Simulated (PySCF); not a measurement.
NMR data simulated for an unnamed compound:

1H NMR (400 MHz, computed): δ 7.66 (d, 1H), 7.01 (m, 1H), 6.88 (m, 1H), 6.82 (d, 1H), 6.30 (m, 1H), 6.09 (m, 1H), 5.99 (m, 1H), 5.98 (m, 1H), 3.08 (s, 1H).

13C{1H} NMR (computed): δ 157.8 (CH), 155.1 (C), 146.3 (CH), 138.7 (CH), 134.7 (CH2), 133.5 (CH2), 133.0 (CH), 120.2 (C), 96.7 (C), 94.1 (CH), 85.3 (C).

[PySCF: NMR shieldings at PBE0/pcSseg-1/GIAO; structure optimised with GFN2-xTB; gas phase; non-relativistic Hamiltonian; a single conformation]

δ = σ(ref) − σ, references computed at the same level: 1H, 13C vs TMS.

Problem. Which of these does the molecule contain: a vinyl group CH=CH2, a C≡C triple bond, a ketone, a methoxy group, a Si–H bond, a non-aromatic C=C double bond?

Solution. 
- A vinyl group CH=CH2: yes (δC 133.5, 146.3; δH 6.30 (m), 5.99 (m), 6.88 (m)).
- A C≡C triple bond: yes (δC 94.1, 85.3; δH 3.08 (s)).
- A ketone: no.
- A methoxy group: no.
- A Si–H bond: no.
- A non-aromatic C=C double bond: yes.

The data belong to SMILES C=CC(=C/C=C(/C#C)C#N)C=C, C11H9N; they needn't prove each group on their own.

Carbon signals by region: 8 in the sp2 and nitrile region (100–160 ppm), 3 at 50–100 ppm.

Shifts are as computed. Against solution values, carbons near 30 ppm lie about +3 ppm off and those near 130 ppm about +5 ppm. Of 1211 compounds with measured shifts, 218 miss one by over three times the rms of a fit or turn the order of signals round; such compounds aren't used in these exercises. No couplings were computed; multiplicities are counted from neighbouring protons, with m where these are inequivalent, close in shift, in a saturated or five-membered ring or joined by F or P, and br s for small geminal =CH2 splittings.
